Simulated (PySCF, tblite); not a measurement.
Isomers of C7H8FS (doublet state), one GFN2-xTB conformer each. Single-point energies are computed at B3LYP/pcH-1 (PySCF, gas phase, no added dispersion term), electronic only. GFN2-xTB treats the open shell by occupation alone, and not every SCF solution was tested for stability.

Question: Rank them by B3LYP/pcH-1 energy, lowest first (kcal/mol).
A. `[CH3:1]/[CH:2]=[C:3]\[CH2:4][CH2:5][C:6]([F:7])=[C:8]=[S:9]` (doublet state) with C2–C3–C4–C5 3°, C3–C4–C5–C6 176°, C4–C5–C6–F7 -67°
B. `[CH2:1][CH2:2][CH2:3][c:4]1[s:5][cH:6][cH:7][c:8]1[F:9]` (doublet state) with H–C1–C2–C3 63° and -146°, C1–C2–C3–C4 53°, C2–C3–C4–S5 -42°
C. `[CH2:1]=[CH:2][C@@H:3]1[CH:4][CH2:5][S:6][C:7]([F:8])=[CH:9]1` (doublet state) with C1–C2–C3–C4 -123°, C2–C3–C4–C5 -156°, C3–C4–C5–S6 69°, C4–C5–S6–C7 -56°, C5–S6–C7–F8 -155°
D. `[F:1][CH2:2][C:3]1=[CH:4][CH:5]=[C:6]([SH:7])[CH2:8][CH:9]1` (doublet state) with F1–C2–C3–C4 -53°, C5–C6–S7–H 179°

Answer: D (0.0), B (24.3), C (31.0), A (62.1).

As drawn, the lowest has an S–H bond, which the highest lacks. GFN2-xTB itself gives, in the same order: 0.0, 20.2, 37.3, 70.2. Both levels put the same isomer lowest; measured from each level's own lowest isomer, the values differ by up to 8.1 kcal/mol (C/C=[C]\CCC(F)=C=S: 70.2 against 62.1).

Question: What happens when harmonic zero-point energies from GFN2-xTB frequencies are added?

Answer: 
```
                 SMILES  ZPE (kcal/mol)  electronic (kcal/mol)  with ZPE (kcal/mol)
     FCC1=CC=C(S)C[CH]1            78.1                    0.0                  0.0
        [CH2]CCc1sccc1F            79.6                   24.3                 25.7
C=C[C@@H]1[CH]CSC(F)=C1            78.8                   31.0                 31.6
     C/C=[C]\CCC(F)=C=S            78.0                   62.1                 62.1
```

The zero-point energies span 1.6 kcal/mol. The order is unchanged.
